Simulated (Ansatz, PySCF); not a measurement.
System: BiF₂, net charge 0, doublet state. It need not be the lowest isomer of its formula. SMILES: [F][Bi][F]
Geometry: optimised at B3LYP-D3(BJ)/def2-TZVP (Ansatz, an electronic-structure program).

Property: vertical electron affinity (to the singlet state of charge -1; a negative value means that the extra electron is unbound and the number depends on the basis; each state is the SCF solution reached for its spin), in eV. Cores are frozen in the correlated levels unless marked. Open shells are spin-unrestricted. Spin-orbit coupling is left out. Frozen are the shells of the preceding noble gas and the d and f shells that filled before the atom's block. Past Kr the def2 sets carry scalar-relativistic core potentials. Anions need diffuse functions: def2-D sets add few. Basis-set limits of correlation are two-point, X^-3; Hartree-Fock from the larger set. [CCSD(T)-MP2]/basis is that difference in the basis named.

```tsv
level	program	vertical electron affinity (eV)
HF/def2-SVPD	Ansatz	0.47
HF/def2-TZVPPD	Ansatz	0.53
SVWN5/def2-TZVPD	Ansatz	1.40
B3LYP/def2-TZVPD	Ansatz	1.32
PBE0/def2-TZVPD	Ansatz	1.21
M06-2X/def2-TZVPD	PySCF	1.13
CAM-B3LYP/def2-TZVPD	Ansatz	1.36
wB97M-V/def2-TZVPD	Ansatz	1.29
B2PLYP/def2-TZVPD	Ansatz	1.18
RI-MP2/CBS(def2-TZVPPD,def2-QZVPPD)	Ansatz	1.19
SCS-MP2/def2-SVPD	Ansatz	0.87
CCSD/def2-SVPD	Ansatz	0.96
RI-MP2/CBS(def2-TZVPPD,def2-QZVPPD)+[CCSD(T)-MP2]/def2-SVPD	Ansatz	1.30
RI-MP2/CBS(def2-TZVPPD,def2-QZVPPD)+[CCSD(T)-MP2]/def2-TZVPPD	Ansatz	1.32
```
